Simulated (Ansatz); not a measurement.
A CCSD(T) single point on CH7ClGeSi, SMILES `[CH3][GeH]([SiH3])[Cl]`.

```yaml
crystal:
  periodic: [false, false, false]
  atoms:
    - {symbol: C, position_ang: [-0.906385, 1.559091, -0.194662]}
    - {symbol: Ge, position_ang: [-0.180279, -0.156993, -0.760003]}
    - {symbol: Si, position_ang: [1.206074, -1.231721, 0.853084]}
    - {symbol: Cl, position_ang: [-1.881976, -1.485230, -1.044110]}
    - {symbol: H, position_ang: [-1.438276, 1.443997, 0.749730]}
    - {symbol: H, position_ang: [-1.598317, 1.930659, -0.950813]}
    - {symbol: H, position_ang: [-0.097986, 2.281095, -0.064108]}
    - {symbol: H, position_ang: [0.482223, -0.045573, -2.146990]}
    - {symbol: H, position_ang: [0.447191, -1.375796, 2.122078]}
    - {symbol: H, position_ang: [2.419848, -0.407264, 1.101906]}
    - {symbol: H, position_ang: [1.613185, -2.569365, 0.354589]}
basis:
  gaussian: {orbitals: def2-TZVPP}
correlation: {method: ccsd_t}
output: {orbitals: {seedname: orbitals}}
```

```sh
$ ansatz run in.yaml --threads 4 --pin off --events-out ev --progress --plain
```

The program prints (abridged):

```
Functional definition: HF
  name "HF"
  cite "Fock, Z. Phys. 61, 126 (1930) doi:10.1007/BF01340294"
  parent pbe
  exchange = exact_x
  correlation = 0
1524 factors; integrals over basis functions are off by at most 9.2e-4 eV
mean field evaluation 1: about -77980.6214 eV, gradient 2.8e1 eV
mean field evaluation 2: about -77980.7818 eV, gradient 2.8e1 eV
mean field evaluation 4: about -77983.3555 eV, gradient 3.7e0 eV
mean field evaluation 8: about -77983.4045 eV, gradient 2.2e-1 eV
mean field -77983.40470505 eV, -2865.8372638604 hartree, gradient 8.1e-6 eV, S^2 0.000000; 0 other end points of the search recorded, 0 dependent functions left out
20 core orbitals not correlated: weight in the atoms' cores, before any rotation towards them, 1.000 or more for the frozen orbitals, at most 0.000 for the correlated occupied ones
reference -77983.40470505 eV, -2865.8372638604 hartree; 18, 18 occupied and 223, 223 virtual orbitals, 1524 factors
second order -20.53475576 eV of doubles, -0.00000000 eV of singles
cycle   1  -21.37505279 eV  change   -8.4e-1 eV  update   1.0e-1
cycle   2  -22.00545821 eV  change   -6.3e-1 eV  update   2.9e-2
cycle   3  -22.07892188 eV  change   -7.3e-2 eV  update   1.3e-2
cycle   4  -22.07126898 eV  change    7.7e-3 eV  update   3.1e-3
cycle   5  -22.07080421 eV  change    4.6e-4 eV  update   1.1e-3
cycle   6  -22.07051921 eV  change    2.9e-4 eV  update   3.2e-4
cycle   7  -22.07047979 eV  change    3.9e-5 eV  update   9.9e-5
cycle   8  -22.07050615 eV  change   -2.6e-5 eV  update   3.3e-5
perturbative correction -0.83985682 eV, -0.0308641689 hartree
Total energy: -78006.31506802 eV, -2866.6792041703 hartree
```

Run time 2.3 min (4 threads of a server CPU on a shared host); peak host memory 5.8 GiB.

The correlation energy is -22.910 eV, 3.7 % of it from (T); the T1 diagnostic reads 0.0105.
